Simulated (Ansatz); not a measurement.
Frontier orbitals of `FC(F)(F)C(Cl)(Cl)Cl`.

Cartesian coordinates in Å:
```
F -0.3224 0.3228 -1.7217
C 0.3207 0.4820 -0.5735
F 0.2292 1.7537 -0.2108
F 1.5995 0.1871 -0.7611
C -0.2921 -0.4390 0.5224
Cl 0.5947 -0.1895 2.0204
Cl -0.1454 -2.1095 -0.0070
Cl -1.9840 -0.0075 0.7314
```

The species carries charge 0 and has multiplicity 1. The structure was optimised at the PBE0-D4/def2-TZVP level. Basis def2-TZVPP, Ansatz 0.2.0.

A caution on the coupled-cluster cation, which keeps the state that its UHF reference found: large T1 diagnostic of the cation.

Task: Compute the vertical ionisation energy as the energy of the cation minus that of the neutral molecule, at each level. (Estimate.)

Result: The calculation gave: 
```csv
level,IE (eV),difference from CCSD(T)/CBS(def2)
PBE-D4/def2-TZVPP,10.79,-1.17
r2SCAN-D4/def2-TZVPP,11.09,-0.88
PBE0-D4/def2-TZVPP,11.36,-0.60
B3LYP-D4/def2-TZVPP,11.28,-0.68
ωB97X-V/def2-TZVPP,11.80,-0.16
ωB97M-V/def2-TZVPP,11.69,-0.27
B2PLYP/def2-TZVPP,11.41,-0.55
HF/def2-TZVPP,11.30,-0.66
MP2/def2-TZVPP,12.24,0.27
CCSD/def2-TZVPP,11.89,-0.07
CCSD(T)/def2-TZVPP,11.74,-0.22
HF/def2-QZVPP,11.28,-0.68
MP2/def2-QZVPP,12.36,0.40
HF/CBS(def2),11.28,-0.69
MP2/CBS(def2),12.46,0.50
CCSD/CBS(def2),12.11,0.15
CCSD(T)/CBS(def2),11.96,0.00
```

B3LYP here is the variant with VWN-RPA as its local correlation; programs differ in this.
